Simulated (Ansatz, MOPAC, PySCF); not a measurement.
Species: BBr, net charge 1, doublet state. SMILES: [B][Br+]
Geometry: optimised at B3LYP-D3(BJ)/def2-TZVP (Ansatz, a program for electronic structure).

Wanted: vertical electron affinity to the singlet, in eV. Terms: LANL2DZ with its own core potentials from Na on; no spin-orbit coupling; non-relativistic; 6-31G* and kin with 6d, 5d where marked; each state is the SCF solution reached for its charge and spin; UHF or UKS for open shells. Ab initio and DFT rows: single points at B3LYP-D3(BJ) geometries (Ansatz). Semi-empirical rows: differences of heats of formation at the shared geometry for vertical values. Anions need diffuse functions, which STO-3G, LANL2DZ, def2-SVP, cc-pVDZ and Pople sets without + lack.

| level | program | vertical electron affinity to the singlet (eV) |
|---|---|---|
| AM1 | MOPAC | 9.96 |
| PM6 | MOPAC | 8.68 |
| B3LYP/STO-3G | Ansatz | 6.81 |
| B3LYP/3-21G | Ansatz | 9.34 |
| B3LYP/6-31G* | Ansatz | 9.23 |
| B3LYP/6-31G* with LANL2DZ past Ar | Ansatz | 9.31 |
| M06-2X/6-31G* with LANL2DZ past Ar (5d) | PySCF | 9.30 |
| PBE/def2-TZVPD | Ansatz | 9.19 |
| PBE0/def2-TZVPD | Ansatz | 9.24 |
| wB97M-V/def2-TZVPD | Ansatz | 9.49 |

No value to compare with is used here. The 7 habitual levels span 6.81 (B3LYP/STO-3G) to 9.96 eV (AM1); PBE0/def2-TZVPD gives 9.24.

The levels are drawn from those run, B3LYP/6-31G* more often than the rest, none by its result; left out are runs that failed, that the program found above a lower state of the same kind, or whose <S^2> lies over 0.5 above the pure value.
